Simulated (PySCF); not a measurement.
# B (boron, neutral): TPSS calculation

Configuration: [He] 2s2 2p1, 2P determinant. Computed with PySCF 2.14 in jorge-DZP-DKH (4s2p1d, 15 functions), with scalar relativity by spin-free X2C-1e.

```
Total energy                                                  : -24.6727 hartree
One-electron energy                                           : -32.4160 hartree
Hartree (Coulomb) energy                                      : 11.6528 hartree
Exchange-correlation energy                                   : -3.9095 hartree
⟨S²⟩                                                          : 0.7537
⟨L²⟩                                                          : 2.011
Sum of ⟨r⟩                                                    : 6.739 bohr
Sum of ⟨r²⟩                                                   : 15.40 bohr²
Traceless quadrupole moment −½Σ⟨3z² − r²⟩ along its main axis : -2.31 e·bohr²
Langevin diamagnetic susceptibility                           : -12.2 ×10⁻⁶ cm³/mol
Time after the integrals                                      : 0.14 s of wall time on 1 thread of Neoverse-V2 (shared host)
```

```
shell  electrons  mean orbital energy (hartree)  rms radius, mean of both spins (bohr)
 1s α          1                       -6.69990                                  0.381
 1s β          1                       -6.69020                                  0.381
 2s α          1                       -0.36353                                   2.15
 2s β          1                       -0.32011                                   2.15
 2p α          1                       -0.16130                                   2.43
```
